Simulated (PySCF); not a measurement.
Reproducing measurements on trichlorosilane

**The experiment to reproduce.**

From NIST CCCBDB Release 22 (SRD 101), experimental dipoles, for the gas: dipole moment (dielectric constant against temperature) 0.86 D.

The results are set against them at the end.

Species: trichlorosilane, Cl3HSi.
Numbering: `[Cl:1][SiH:2]([Cl:3])[Cl:4]` (hydrogens: H5 on Si2)

Geometry (GFN2-xTB, Å), atoms numbered from 1 in this order:
```xyz
5
Cl3HSi angstrom
Cl    -0.6995    1.7424   -0.6207
Si    -0.0074    0.0003    0.1056
Cl    -1.0791   -1.5204   -0.6556
Cl     1.9263   -0.2198   -0.3972
H     -0.1317    0.0003    1.5507
```

The PySCF runs (gas phase, on this GFN2-xTB geometry; no spin–orbit coupling):

```
              level                                                                job  basis functions
      PBE0/pcSseg-1                            shieldings, charges and field gradients              101
CAM-B3LYP/def2-SVPD  8 singlets by full TDDFT, 3 Tamm–Dancoff triplets, polarisability              113
```

Results beside the measurements:

**Dipole moment.** Measured: 0.86 D (NIST CCCBDB Release 22 (SRD 101), experimental dipoles).

```
              level  computed (D)  computed − measured (D)  % (from the printed values)
      PBE0/pcSseg-1          1.01                    +0.15                          +17
CAM-B3LYP/def2-SVPD          0.85                    -0.01                           -1
```

Closest is CAM-B3LYP/def2-SVPD (-0.01 D), furthest PBE0/pcSseg-1 (+0.15 D); one molecule doesn't rank methods. The computed dipoles belong to one fixed geometry; measured ones are averaged over vibrations unless marked μe. Magnitudes are compared, not signs.

The geometry is computed, not the measured one. Where a level misses, the cause wasn't examined.
